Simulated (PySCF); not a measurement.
PySCF 2.14 output of an unrestricted wB97X calculation on a single atom or ion in x2c-TZVPPall with one added diffuse shell each of s, p, d type (6s4p3d1f, 40 functions), with the spin-free X2C one-electron Hamiltonian (Gaussian nucleus):

```
SCF conv_tol = 1e-09
number electrons alpha = 2  beta = 1
    J.-D. Chai and M. Head-Gordon.,  J. Chem. Phys. 128, 084106 (2008)
cycle= 1 E= -23.2580236949506  delta_E= -0.000419  |g|= 0.0049  |ddm|= 0.0235
cycle= 2 E= -23.2580348408761  delta_E= -1.11e-05  |g|= 0.000876  |ddm|= 0.00421
cycle= 3 E= -23.2580353957261  delta_E= -5.55e-07  |g|= 9.57e-05  |ddm|= 0.00111
cycle= 4 E= -23.2580354026719  delta_E= -6.95e-09  |g|= 8.36e-06  |ddm|= 0.000131
cycle= 5 E= -23.2580354027567  delta_E= -8.47e-11  |g|= 1.05e-06  |ddm|= 1.41e-05
converged SCF energy = -23.2580354027567  <S^2> = 0.75005338  2S+1 = 2.0000534
```

The run itself started from symmetry-adapted Hartree-Fock orbitals and held the occupation by maximum overlap, on a logarithmic radial grid, so the iterations belong to that start.

Task: Which element, charge and spin multiplicity is this?

Result: B(2+) (boron, charge +2), multiplicity 2; the state was [He] 2p1, 2P determinant (an excited configuration).
